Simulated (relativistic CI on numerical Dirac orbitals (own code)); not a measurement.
Sensitivity of the levels of Pr VII to α and to the nuclear radius

Computed by Dirac-Coulomb-Breit CI, orbitals from a KLI potential per configuration, derivatives by finite differences, unscaled Slater integrals, QED left out (own radial code, finite nucleus).

Configurations in the expansion (outside the closed core [Kr] 4d10): 4f 5s2 5p4, 5s2 5p5, 4f2 5s2 5p3, 5s 5p6, 4f 5s 5p5, 4f 5s2 5p3 5d, 5s2 5p4 5d, 4f 5p6. Levels of other configurations are missing.

With x = (α/α₀)² − 1 an excitation energy changes as ω = ω₀ + qx; K = 2q/ω₀ is the relative enhancement. Terms are leading LS components, so labels can repeat. The field-shift factor is F = δν/δ⟨r²⟩ for the transition from the lowest level.

Lowest level 5s2 5p5 2P°_3/2.

| Level | ω₀ (cm⁻¹) | q (cm⁻¹) | K | F (GHz/fm²) |
| --- | --- | --- | --- | --- |
| 5s2 5p5 2P°_1/2 | 29668.1 | 34860 | 2.35 | -2.23 |
| 4f 5s2 5p4 4F°_5/2 | 48023.2 | 33180 | 1.38 | -6.92 |
| 4f 5s2 5p4 4F°_7/2 | 48221.8 | 34520 | 1.43 | -6.89 |
| 4f 5s2 5p4 4F°_9/2 | 50462.8 | 36750 | 1.46 | -6.83 |
| 4f 5s2 5p4 4F°_3/2 | 50869.5 | 34270 | 1.35 | -6.89 |
| 4f 5s2 5p4 2G°_9/2 | 57966.1 | 30890 | 1.07 | -6.69 |
| 4f 5s2 5p4 4G°_11/2 | 58177.6 | 32990 | 1.13 | -6.56 |
| 4f 5s2 5p4 4D°_1/2 | 59296.1 | 31120 | 1.05 | -6.43 |
| 4f 5s2 5p4 4D°_3/2 | 62784.2 | 33230 | 1.06 | -6.58 |
| 4f 5s2 5p4 2F°_5/2 | 63045.5 | 34980 | 1.11 | -6.95 |
| 4f 5s2 5p4 2F°_7/2 | 64659.5 | 35550 | 1.1 | -6.91 |
| 4f 5s2 5p4 4G°_5/2 | 73028.3 | 40160 | 1.1 | -7.62 |
| 4f 5s2 5p4 4G°_7/2 | 74556.1 | 41950 | 1.13 | -7.66 |

At this charge configurations can still be misplaced by up to about 7 % of their energy. Levels and lines within the n = 5 or 6 shells can be off by up to 10 % or somewhat more, and those that change n by about 2 %, since core polarisation is missing. Levels that differ in their count of f electrons can be misplaced by several ten thousand cm⁻¹, since the correlation energy of f electrons is missing or only estimated; rates across such gaps can be off by orders of magnitude. The computed lowest level isn't the tabulated ground level, which NIST ASD gives as 4f 5s2 5p4 °.
